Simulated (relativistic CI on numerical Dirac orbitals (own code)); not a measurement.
## Sc²⁺ in a cubic cluster: 3s photoemission with charge transfer

Computed with a charge-transfer multiplet model of a cubic metal-ligand cluster with up to 2 ligand holes, Slater and spin-orbit integrals from Dirac-Coulomb-Breit ions, Slater integrals scaled by 0.8. The ground state mixes d1 with configurations of k ligand holes L, whose averages lie at kΔ + k(k − 1)U_dd/2; a core hole lowers each added d electron by U_cd. 300 K, Lorentzian 1.4 eV and Gaussian 0.8 eV FWHM.

Atomic integrals in eV (Slater integrals scaled, ζ unscaled), ground: F2dd 4.710, F4dd 2.885, zeta_d 0.008; with the core hole: F2dd 4.710, F4dd 2.885, zeta_d 0.013, G2cd 7.380. Where a configuration has fewer than two d electrons, the dd integrals are those of d2.

Cluster parameters (eV): Δ = 6.5, U_dd = 4.2, U_cd = 5.1, 10Dq = 0.45, 10Dq(ligand) = 0.2, final-state hopping factor = 1.

```tsv
Case	n_d	d1	d2L	d3L2	S
V(eg) = 1.25 eV, V(t2g) = -0.56 eV	1.15	0.86	0.14	0.01	0.50
V(eg) = 1.55 eV, V(t2g) = -0.69 eV	1.21	0.80	0.19	0.01	0.50
V(eg) = 1.85 eV, V(t2g) = -0.82 eV	1.27	0.75	0.23	0.02	0.50
V(eg) = 2.15 eV, V(t2g) = -0.96 eV	1.33	0.70	0.28	0.03	0.50
V(eg) = 2.45 eV, V(t2g) = -1.09 eV	1.38	0.65	0.31	0.04	0.50
```

Weights, n_d and S are thermal averages at 300 K. Binding energies count from the first peak over 30 % of the highest in each spectrum, which can be another peak from case to case. The parameters are a model scan and need not match a compound or its usual spin state. Peaks in eV (height, largest 100):
- V(eg) = 1.25 eV, V(t2g) = -0.56 eV: 0.0 (100), 2.9 (50), 8.1 (9)
- V(eg) = 1.55 eV, V(t2g) = -0.69 eV: 0.0 (100), 2.8 (43), 6.0 (23), 9.2 (8)
- V(eg) = 1.85 eV, V(t2g) = -0.82 eV: 0.0 (100), 2.9 (41), 7.0 (18), 10.2 (7)
- V(eg) = 2.15 eV, V(t2g) = -0.96 eV: 0.0 (100), 2.9 (40), 5.9 (11), 7.9 (14), 11.3 (6)
- V(eg) = 2.45 eV, V(t2g) = -1.09 eV: 0.0 (100), 2.8 (39), 6.5 (8), 8.8 (10)

Curve for V(eg) = 1.55 eV, V(t2g) = -0.69 eV (points under 2 left out, the grid thinned):

E (eV), Intensity and a bar:
```
     -3.2        6.3 #
     -2.9        7.6 ##
     -2.5       10.0 ##
     -2.2       12.6 ###
     -1.9       16.5 ####
     -1.6       22.4 ######
     -1.2       35.8 ##########
     -0.9       52.0 ################
     -0.6       73.2 ######################
     -0.2       97.1 ##############################
      0.1       98.4 ##############################
      0.4       84.0 ##########################
      0.8       57.3 #################
      1.1       42.4 #############
      1.4       33.9 ##########
      1.7       30.8 #########
      2.1       33.5 ##########
      2.4       38.6 ###########
      2.7       42.8 #############
      3.1       41.6 ############
      3.4       36.2 ###########
      3.7       30.5 #########
      4.0       26.6 ########
      4.4       24.2 #######
      4.7       23.3 #######
      5.0       22.4 ######
      5.4       21.8 ######
      5.7       22.1 ######
      6.0       22.5 ######
      6.4       20.7 ######
      6.7       17.5 #####
      7.0       14.1 ####
      7.3       11.3 ###
      7.7        8.9 ##
      8.0        7.8 ##
      8.3        7.2 ##
      8.7        7.3 ##
      9.0        7.6 ##
      9.3        7.6 ##
      9.7        6.6 #
     10.0        5.3 #
     10.3        4.1 #
     10.6        3.2 
     11.0        2.4 
     11.3        2.1
```

For the case V(eg) = 1.55 eV, V(t2g) = -0.69 eV, Δ = 6.5 eV is larger than U_dd = 4.2 eV, the Mott-Hubbard side of the Zaanen-Sawatzky-Allen scheme. With the core hole the average of the configuration with one ligand hole lies at Δ − U_cd = 1.4 eV before mixing: the effective hopping of about 3.4 eV (from the holes of the mixed ground state) is comparable with this gap or larger, so the configurations mix strongly.

Without intra-shell correlation the exchange splitting of the 3s hole comes out too large.
